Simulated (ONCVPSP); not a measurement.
Building the ONCV potential for sulfur (S) (PBE, non-relativistic).

Input for ONCVPSP 4.0.1:

```
# ATOM AND REFERENCE CONFIGURATION
# atsym  z   nc   nv     iexc    psfile
  S 16.00    1    4        4      upf
#
#   n    l    f
    1    0    2.00
    2    0    2.00
    2    1    6.00
    3    0    1.50
    3    1    4.50
#
# PSEUDOPOTENTIAL AND OPTIMIZATION
# lmax
    2
#
#   l,   rc,      ep,       ncon, nbas, qcut
    0    0.80    0.00    4    7   16.30
    1    0.65    0.00    4    8   17.70
    2    0.80    0.03    4    7   11.90
#
# LOCAL POTENTIAL
# lloc, lpopt,  rc(5),   dvloc0
    4    5    0.65    6.00
#
# VANDERBILT-KLEINMAN-BYLANDER PROJECTORs
# l, nproj, debl
    0    2    2.90
    1    3    1.10
    2    2    4.00
#
# MODEL CORE CHARGE
# icmod, fcfact, rcfact
    3    3.25    1.70
#
# LOG DERIVATIVE ANALYSIS
# epsh1, epsh2, depsh
   -9.00    5.00    0.04
#
# OUTPUT GRID
# rlmax, drl
    6.00    0.01
#
# TEST CONFIGURATIONS
# ncnf
    4
# nvcnf
#   n    l    f
    4
    2    0    2.00
    2    1    6.00
    3    0    2.00
    3    1    4.00
#
    4
    2    0    2.00
    2    1    6.00
    3    0    2.00
    3    1    3.00
#
    4
    2    0    2.00
    2    1    6.00
    3    0    2.00
    3    1    2.00
#
    4
    2    0    2.00
    2    1    6.00
    3    0    2.00
    3    1    3.50
#
```

Command:

```bash
oncvpspnr.x < S.dat > S.out
```

Resulting log (shortened: citation, most of the input echo, consistency checks and plot data are left out):

```
ONCVPSP  (Optimized Norm-Conservinng Vanderbilt PSeudopotential)
scalar-relativistic version 4.0.1

#   n    l    f        energy (Ha)
    1    0    2.00    -8.8135650E+01
    2    0    2.00    -7.7593897E+00
    2    1    6.00    -5.7769996E+00
    3    0    1.50    -6.4243340E-01
    3    1    4.50    -2.6819327E-01

Reference configufation results
  iterations    24
  all-electron total energy (Ha)   -3.97727982D+02

Begin loop to  construct optimized pseudo wave functions
and semi-local pseudopoentials for all angular momenta

Calculating optimized projector #   1

 for l=   0

    Fraction of norm inside rc  0.925567
    Optimizing pswf for qcut=  16.32 a_B^-1,  ecut= 133.11 Ha
    Residual kinetic energy error=  4.19D-07 Ha

    Energy error per electron        Cutoff
         Ha          eV             Ha
         0.01000     0.27211       32.27
         0.00100     0.02721       73.37
         0.00010     0.00272       96.40
         0.00001     0.00027      112.37

Calculating optimized projector #   2

 for l=   0

    Fraction of norm inside rc  0.052807
    Optimizing pswf for qcut=  16.32 a_B^-1,  ecut= 133.11 Ha
    Residual kinetic energy error=  5.64D-07 Ha

    Energy error per electron        Cutoff
         Ha          eV             Ha
         0.01000     0.27211       26.24
         0.00100     0.02721       64.16
         0.00010     0.00272       92.74
         0.00001     0.00027      111.57

   Wellstate for l =  1  n =  4
     eigenvalue =   0.8318
     asymptotic potential =   1.3318
     half-point radius =  3.7222

Calculating optimized projector #   1

 for l=   1

    Fraction of norm inside rc  0.843091
    Optimizing pswf for qcut=  17.69 a_B^-1,  ecut= 156.45 Ha
    Residual kinetic energy error=  6.45D-04 Ha

    Energy error per electron        Cutoff
         Ha          eV             Ha
         0.01000     0.27211      128.24
         0.00100     0.02721      151.11
         0.00010     0.00272      434.24
         0.00001     0.00027      534.87

Calculating optimized projector #   2

 for l=   1

    Fraction of norm inside rc  0.030433
    Optimizing pswf for qcut=  17.69 a_B^-1,  ecut= 156.45 Ha
    Residual kinetic energy error=  1.45D-04 Ha

    Energy error per electron        Cutoff
         Ha          eV             Ha
         0.01000     0.27211      105.60
         0.00100     0.02721      136.02
         0.00010     0.00272      161.09
         0.00001     0.00027      344.49

Calculating optimized projector #   3

 for l=   1

    Fraction of norm inside rc  0.017305
    Optimizing pswf for qcut=  17.69 a_B^-1,  ecut= 156.45 Ha
    Residual kinetic energy error=  1.08D-04 Ha

    Energy error per electron        Cutoff
         Ha          eV             Ha
         0.01000     0.27211       99.57
         0.00100     0.02721      131.71
         0.00010     0.00272      157.48
         0.00001     0.00027      251.51

   Wellstate for l =  2  n =  3
     eigenvalue =   0.0300
     asymptotic potential =   0.5300
     half-point radius = 60.5171

   Wellstate for l =  2  n =  5
     eigenvalue =   4.0300
     asymptotic potential =   4.5300
     half-point radius =  2.7425

Calculating optimized projector #   1

 for l=   2

    Fraction of norm inside rc  0.000034
    Optimizing pswf for qcut=  11.92 a_B^-1,  ecut=  71.08 Ha
    Residual kinetic energy error=  3.62D-07 Ha

    Energy error per electron        Cutoff
         Ha          eV             Ha
         0.01000     0.27211        0.03
         0.00100     0.02721        1.15
         0.00010     0.00272        9.53
         0.00001     0.00027       29.89

Calculating optimized projector #   2

 for l=   2

    Fraction of norm inside rc  0.063162
    Optimizing pswf for qcut=  11.92 a_B^-1,  ecut=  71.08 Ha
    Residual kinetic energy error=  8.09D-04 Ha

    Energy error per electron        Cutoff
         Ha          eV             Ha
         0.01000     0.27211       46.64
         0.00100     0.02721       69.01
         0.00010     0.00272      103.77
         0.00001     0.00027      226.26

Construct Vanderbilt / Kleinmman-Bylander projectors

B matrix Hermiticity error, ll=   0
   1   2    1.4321E-08

  Orthonormal projector coefficients  8.0187E+00 -2.1333E+00

B matrix Hermiticity error, ll=   1
   1   2   -3.3125E-08
   1   3    2.7005E-08
   2   3   -1.7788E-09

  Orthonormal projector coefficients -3.3902E+02 -2.9584E+01 -9.2162E+00

B matrix Hermiticity error, ll=   2
   1   2    1.7064E-10

  Orthonormal projector coefficients -1.6196E+01 -4.4686E+00

Model core correction analysis
  based on d2Exc/dn_idn_j

d2excae - all-electron derivatives

   -9.858023D-02   -8.822820D-02   -6.180700D-03   -3.435237D-03
   -8.822981D-02   -9.800255D-02   -6.370302D-03   -4.749737D-03
   -6.180543D-03   -6.370276D-03   -3.602422D-02   -2.932870D-02
   -3.435293D-03   -4.749887D-03   -2.932963D-02   -2.705743D-02

d2excps - pseudofunction derivatives with no core correction

   -9.841670D-02   -9.334838D-02   -6.616696D-03   -4.136231D-03
   -9.335016D-02   -9.939160D-02   -6.632511D-03   -4.787283D-03
   -6.616487D-03   -6.632494D-03   -3.608536D-02   -2.937866D-02
   -4.136433D-03   -4.787489D-03   -2.937959D-02   -2.706210D-02

rms 2nd derivative error    1.869202E-03

rmatch, rhocmatch    0.1602  207.1412

Teter function model core charge with specified parameters

d2excps - pseudofunction derivatives with core correction

   -8.848313D-02   -9.028182D-02   -5.544209D-03   -3.870484D-03
   -9.028129D-02   -9.769762D-02   -6.274269D-03   -4.610225D-03
   -5.543927D-03   -6.274255D-03   -3.597108D-02   -2.934975D-02
   -3.870510D-03   -4.610423D-03   -2.935068D-02   -2.704708D-02

rms 2nd derivative error    2.642451E-03

Pseudoatom total energy -150.522690

Diagnostic tests using Vanderbilt-Kleinman-Bylander pseudopotentials
  1 or more projectors used as specified by nproj input data

   l    rcore       rmatch      e in        delta e   norm test  slope test

   0   0.8009830   0.8253026  -7.7593897   0.0000003   1.0000001   1.0000001
   0   0.8009830   0.8253026  -0.6424334   0.0000000   1.0000000   1.0000000

   1   0.6535698   0.6734136  -5.7769996  -0.0000025   0.9999998   0.9999994
   1   0.6535698   0.6734136  -0.2681933   0.0000000   1.0000000   1.0000000
   1   0.6535698   0.6734136   0.8318067   0.0000001   1.0000000   1.0000000

   2   0.8009830   0.8253026   0.0300000  -0.0000001   1.0000000   1.0000000
   2   0.8009830   0.8253026   4.0300000  -0.0000000   1.0000000   1.0000000

 Testing for bound ghosts
   n   l    E NL Schr. Eq   E Basis Diag.   E Cutoff

   1   0       -7.759389       -7.759368    295.32
   2   0       -0.642433       -0.290326    295.32

   2   1       -5.777002       -5.775875    925.64
   3   1       -0.268193        0.879325    925.64

 Testing for highly-localized positive-energy ghosts
       l    <radius>/rc     E Basis Diag.   E Cutoff

       1        0.551314      283.461130    925.64  WARNING - GHOST(+)

       1        0.361554      459.974838    925.64  WARNING - GHOST(+)

Test configuration 0

   n   l     f        eae           eps        diff
   1   0  2.0000  -88.13565047
   2   0  2.0000   -7.75938969   -7.75938943    2.62D-07
   2   1  6.0000   -5.77699960   -5.77700215   -2.54D-06
   3   0  1.5000   -0.64243340   -0.64243340    0.00D+00
   3   1  4.5000   -0.26819327   -0.26819326    4.18D-09

    Total energies and differences
      AE_ref= -3.97727982D+02  AE_tst= -3.97727982D+02  dif=  0.00D+00
      PS_ref= -1.50522690D+02  PS_tst= -1.50522690D+02  dif=  5.12D-13
      PSP excitation error= -5.12D-13

Test configuration 1

   n   l     f        eae           eps        diff
   1   0  2.0000  -88.10879372
   2   0  2.0000   -7.73308136   -7.73238766    6.94D-04
   2   1  6.0000   -5.75093200   -5.74994054    9.91D-04
   3   0  2.0000   -0.63000909   -0.63000026    8.83D-06
   3   1  4.0000   -0.25802574   -0.25801429    1.15D-05

    Total energies and differences
      AE_ref= -3.97727982D+02  AE_tst= -3.97914543D+02  dif= -1.87D-01
      PS_ref= -1.50522690D+02  PS_tst= -1.50709252D+02  dif= -1.87D-01
      PSP excitation error=  7.80D-07

Test configuration 2

   n   l     f        eae           eps        diff
   1   0  2.0000  -88.54916587
   2   0  2.0000   -8.16448271   -8.16375141    7.31D-04
   2   1  6.0000   -6.18329638   -6.18155299    1.74D-03
   3   0  2.0000   -1.01086361   -1.01085537    8.23D-06
   3   1  3.0000   -0.61769036   -0.61763430    5.61D-05

    Total energies and differences
      AE_ref= -3.97727982D+02  AE_tst= -3.97481547D+02  dif=  2.46D-01
      PS_ref= -1.50522690D+02  PS_tst= -1.50276286D+02  dif=  2.46D-01
      PSP excitation error=  3.06D-05

Test configuration 3

   n   l     f        eae           eps        diff
   1   0  2.0000  -89.08116546
   2   0  2.0000   -8.67822788   -8.67754520    6.83D-04
   2   1  6.0000   -6.69891420   -6.69585910    3.06D-03
   3   0  2.0000   -1.44265053   -1.44263596    1.46D-05
   3   1  2.0000   -1.02854837   -1.02838138    1.67D-04

    Total energies and differences
      AE_ref= -3.97727982D+02  AE_tst= -3.96662193D+02  dif=  1.07D+00
      PS_ref= -1.50522690D+02  PS_tst= -1.49457036D+02  dif=  1.07D+00
      PSP excitation error=  1.35D-04

Test configuration 4

   n   l     f        eae           eps        diff
   1   0  2.0000  -88.31668377
   2   0  2.0000   -7.93753469   -7.93681227    7.22D-04
   2   1  6.0000   -5.95576313   -5.95445991    1.30D-03
   3   0  2.0000   -0.81308789   -0.81307934    8.55D-06
   3   1  3.5000   -0.43057383   -0.43054594    2.79D-05

    Total energies and differences
      AE_ref= -3.97727982D+02  AE_tst= -3.97743051D+02  dif= -1.51D-02
      PS_ref= -1.50522690D+02  PS_tst= -1.50537770D+02  dif= -1.51D-02
      PSP excitation error=  1.01D-05
```

oncvpspnr.x prints “scalar-relativistic version” in its banner although the run is non-relativistic.

The run took about 3.7 s on one core of a shared server CPU.
